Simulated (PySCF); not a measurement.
HCu, singlet, geometry from GFN2-xTB (such geometries of metal compounds can be far from the true shape), with bond 2-1 at 1.4 times its length; CASSCF(8,9)/def2-SVP in PySCF.

PySCF was given this input:
```python
from pyscf import gto, scf, mcscf
import numpy

mol = gto.Mole()
mol.atom = '''
    Cu   -0.000000   -0.000000   -0.047474
    H     0.000000    0.000000    1.946432
'''
mol.basis = 'def2-svp'
mol.charge = 0
mol.spin = 0
mol.verbose = 4
mol.build()

mf = scf.RHF(mol)
mf.kernel()
mc = mcscf.CASSCF(mf, 9, 8)
mc.fix_spin_(ss=0.0)
mc.kernel()
occ = numpy.linalg.eigvalsh(mc.fcisolver.make_rdm1(mc.ci, mc.ncas, mc.nelecas))[::-1]
ss = mc.fcisolver.spin_square(mc.ci, mc.ncas, mc.nelecas)[0]
print('natural occupations', occ.round(4), ' <S^2>', round(ss, 4))
```

### Question
Write the output that PySCF gives for this input, abridged.

### Answer

```
PySCF version 2.14.0

[INPUT] verbose = 4
[INPUT] num. atoms = 2
[INPUT] num. electrons = 30
[INPUT] charge = 0
[INPUT] spin (= nelec alpha-beta = 2S) = 0
[INPUT] symmetry False subgroup None
[INPUT] Mole.unit = angstrom
[INPUT] Symbol           X                Y                Z      unit          X                Y                Z       unit  Magmom
[INPUT]  1 Cu     0.000000000000   0.000000000000  -0.047474000000 AA    0.000000000000   0.000000000000  -0.089712858038 Bohr   0.0
[INPUT]  2 H      0.000000000000   0.000000000000   1.946432000000 AA    0.000000000000   0.000000000000   3.678223400089 Bohr   0.0

nuclear repulsion = 7.69652085739247
number of shells = 14
number of NR pGTOs = 80
number of NR cGTOs = 36
basis = def2-svp
ecp = {}

******** <class 'pyscf.scf.hf.RHF'> ********
method = RHF
initial guess = minao
damping factor = 0
level_shift factor = 0
DIIS = <class 'pyscf.scf.diis.CDIIS'>
diis_start_cycle = 1
diis_space = 8
diis_damp = 0
SCF conv_tol = 1e-09
SCF conv_tol_grad = None
SCF max_cycles = 50
direct_scf = True
direct_scf_tol = 1e-13
Set gradient conv threshold to 3.16228e-05
Initial guess from minao.
init E= -1638.61940955065
  HOMO = -0.256323331258741  LUMO = -0.0316875235849823  gap/eV = 6.11265
cycle= 1 E= -1639.20831395908  delta_E= -0.589  |g|= 0.212  |ddm|= 0.974
  HOMO = -0.288222996944465  LUMO = 0.0156424951836422  gap/eV = 8.26860
cycle= 2 E= -1639.2148106758  delta_E= -0.0065  |g|= 0.155  |ddm|= 0.227
  HOMO = -0.294559870357992  LUMO = 0.0195773195743207  gap/eV = 8.54811
cycle= 3 E= -1639.21837498144  delta_E= -0.00356  |g|= 0.0268  |ddm|= 0.0844
  HOMO = -0.301382842743293  LUMO = 0.0204181449908658  gap/eV = 8.75665
cycle= 4 E= -1639.21866954487  delta_E= -0.000295  |g|= 0.00804  |ddm|= 0.0388
  HOMO = -0.301164137052619  LUMO = 0.0210152934330852  gap/eV = 8.76695
cycle= 5 E= -1639.21873637981  delta_E= -6.68e-05  |g|= 0.00235  |ddm|= 0.0263
  HOMO = -0.300548322617316  LUMO = 0.0211013579066979  gap/eV = 8.75253
cycle= 6 E= -1639.21874259238  delta_E= -6.21e-06  |g|= 0.000714  |ddm|= 0.00931
  HOMO = -0.300696354736631  LUMO = 0.021071062486981  gap/eV = 8.75574
cycle= 7 E= -1639.21874350494  delta_E= -9.13e-07  |g|= 0.000249  |ddm|= 0.0033
  HOMO = -0.300727322420156  LUMO = 0.0210808645339675  gap/eV = 8.75685
cycle= 8 E= -1639.21874365321  delta_E= -1.48e-07  |g|= 6.32e-05  |ddm|= 0.00157
  HOMO = -0.300726261200789  LUMO = 0.0210827480775926  gap/eV = 8.75687
cycle= 9 E= -1639.21874366039  delta_E= -7.18e-09  |g|= 1.46e-05  |ddm|= 0.00038
  HOMO = -0.300727062293971  LUMO = 0.021082564177143  gap/eV = 8.75689
cycle= 10 E= -1639.21874366067  delta_E= -2.78e-10  |g|= 2.78e-06  |ddm|= 7.49e-05
  HOMO = -0.300727131440813  LUMO = 0.0210824330288242  gap/eV = 8.75688
Extra cycle  E= -1639.21874366067  delta_E= -6.59e-12  |g|= 1.33e-06  |ddm|= 4.66e-06
converged SCF energy = -1639.21874366067

******** <class 'pyscf.mcscf.mc1step.CASSCF'> ********
CAS (4e+4e, 9o), ncore = 11, nvir = 16
max_cycle_macro = 50
max_cycle_micro = 4
conv_tol = 1e-07
conv_tol_grad = None
orbital rotation max_stepsize = 0.02
orbital rotation threshold for CI restart = 0.01
augmented hessian ah_max_cycle = 30
augmented hessian ah_conv_tol = 1e-12
augmented hessian ah_linear dependence = 1e-14
augmented hessian ah_level shift = 1e-08
augmented hessian ah_start_tol = 2.5
augmented hessian ah_start_cycle = 3
augmented hessian ah_grad_trust_region = 3
kf_trust_region = 3
kf_interval = 4
ci_response_space = 4
ci_grad_trust_region = 3
with_dep4 0
natorb = False
canonicalization = True
sorting_mo_energy = False
ao2mo_level = 2
internal_rotation = False
******** <class 'pyscf.fci.addons.SpinPenaltyFCISolver'> ********
max. cycles = 50
conv_tol = 1e-08
davidson only = True
linear dependence = 1e-12
level shift = 0.001
max iter space = 12
nroots = 1
pspace_size = 400
spin = None
CASCI E = -1639.23677657038  S^2 = 0.0000000
Set conv_tol_grad to 0.000316228
macro iter   1 ( 21 JK    4 micro), CASSCF E = -1639.24894770121  dE = -1.21711308e-02  S^2 = 0.0000000
               |grad[o]|=0.0364  |grad[c]|=0.0135  |ddm|=0.0622  |maxRot[o]|=0.309
macro iter   2 ( 21 JK    4 micro), CASSCF E = -1639.25512749217  dE = -6.17979096e-03  S^2 = 0.0000000
               |grad[o]|=0.0233  |grad[c]|=0.0174  |ddm|=0.0257  |maxRot[o]|=0.314
macro iter   3 ( 21 JK    4 micro), CASSCF E = -1639.27394859292  dE = -1.88211007e-02  S^2 = 0.0000000
               |grad[o]|=0.0383  |grad[c]|=0.0253  |ddm|=0.0334  |maxRot[o]|=0.313
macro iter   4 ( 21 JK    4 micro), CASSCF E = -1639.29731433932  dE = -2.33657464e-02  S^2 = 0.0000000
               |grad[o]|=0.0703  |grad[c]|=0.0258  |ddm|=0.0136  |maxRot[o]|=0.313
macro iter   5 ( 21 JK    4 micro), CASSCF E = -1639.31122491371  dE = -1.39105744e-02  S^2 = 0.0000000
               |grad[o]|=0.0484  |grad[c]|=0.0143  |ddm|=0.0103  |maxRot[o]|=0.293
macro iter   6 ( 21 JK    4 micro), CASSCF E = -1639.31443341049  dE = -3.20849679e-03  S^2 = 0.0000000
               |grad[o]|=0.0165  |grad[c]|=0.00498  |ddm|=0.00873  |maxRot[o]|=0.311
macro iter   7 ( 17 JK    4 micro), CASSCF E = -1639.31448235510  dE = -4.89446038e-05  S^2 = 0.0000000
               |grad[o]|=0.00667  |grad[c]|=0.00546  |ddm|=0.00694  |maxRot[o]|=0.0387
macro iter   8 ( 14 JK    4 micro), CASSCF E = -1639.31438999188  dE =  9.23632169e-05  S^2 = 0.0000000
               |grad[o]|=0.00462  |grad[c]|=0.00627  |ddm|=0.00303  |maxRot[o]|=0.0229
macro iter   9 ( 18 JK    4 micro), CASSCF E = -1639.31460271515  dE = -2.12723273e-04  S^2 = 0.0000000
               |grad[o]|=0.006  |grad[c]|=0.00234  |ddm|=0.00153  |maxRot[o]|=0.0304
macro iter  10 ( 15 JK    4 micro), CASSCF E = -1639.31468758295  dE = -8.48677942e-05  S^2 = 0.0000000
               |grad[o]|=0.0032  |grad[c]|=0.00105  |ddm|=0.002  |maxRot[o]|=0.0361
macro iter  11 ( 15 JK    4 micro), CASSCF E = -1639.31472478234  dE = -3.71993895e-05  S^2 = 0.0000000
               |grad[o]|=0.00227  |grad[c]|=0.000589  |ddm|=0.00109  |maxRot[o]|=0.0173
macro iter  12 (  7 JK    2 micro), CASSCF E = -1639.31472487500  dE = -9.26654593e-08  S^2 = 0.0000000
               |grad[o]|=0.000193  |grad[c]|=9.41e-05  |ddm|=0.000254  |maxRot[o]|=0.000561
1-step CASSCF converged in  12 macro (212 JK  46 micro) steps
CASSCF canonicalization
Density matrix diagonal elements [1.98553559 1.98553559 1.97518006 1.90424732 0.08210482 0.01582866
 0.01445758 0.01445758 0.02265282]
CASSCF energy = -1639.31472487500
CASCI E = -1639.31472487500  E(CI) = -21.8424852782948  S^2 = 0.0000000
natural occupations [1.9867 1.9867 1.9833 1.91   0.0882 0.0133 0.0133 0.0131 0.0054]  <S^2> 0.0
```
